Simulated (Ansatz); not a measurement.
**Abstraction of F: GeF4 + CHBrCl → GeF3 + CHBrClF**

Gas-phase species: GeF4 (tetrafluorogermane) `[F][Ge]([F])([F])[F]`, singlet; CHBrCl `Cl[CH]Br`, doublet; GeF3 `[F][Ge]([F])[F]`, doublet; CHBrClF (bromochlorofluoromethane) `FC(Cl)Br`, singlet. A radical takes F: the energy is the difference in strength between the Ge–F bond broken and the C–F bond made.

Shapes, held fixed at every level: PBE0-D4/def2-TZVP. Programs: Ansatz 0.2.0. The zero-point and thermal change to 298 K, harmonic and unscaled (PBE0-D4/def2-TZVP), is +5.4 kJ/mol.

**Question.** Estimate ΔH(298 K) of this reaction.

**Answer.** The highest level, CCSD(T)/def2-TZVPP, gives ΔH(298 K) = +97.9 kJ/mol; the levels span +55.1 to +103.0. The column of differences is taken from that level and isn't an error. No measured value is set beside it here. Open shells run unrestricted. Relativity is left out for Br, Ge. Outer-core shells of Br, Ge are correlated, in sets that cover them unevenly.

```csv
level,kind,ΔH(298 K) (kJ/mol),less CCSD(T)/def2-TZVPP
MP2/def2-SVP,perturbation theory,+88.8,-9.1
PBE-D4/def2-TZVPP,GGA,+55.1,-42.8
r2SCAN0-D4/def2-TZVPP,global hybrid,+92.4,-5.5
wB97M-V/def2-TZVPP,range-separated hybrid,+69.7,-28.2
wB97X-V/def2-TZVPP,range-separated hybrid,+81.7,-16.2
B2PLYP/def2-TZVPP,double hybrid,+84.0,-13.9
CCSD/def2-TZVPP,coupled cluster or CI,+103.0,+5.1
CCSD(T)/def2-TZVPP,coupled cluster or CI,+97.9,0.0
```
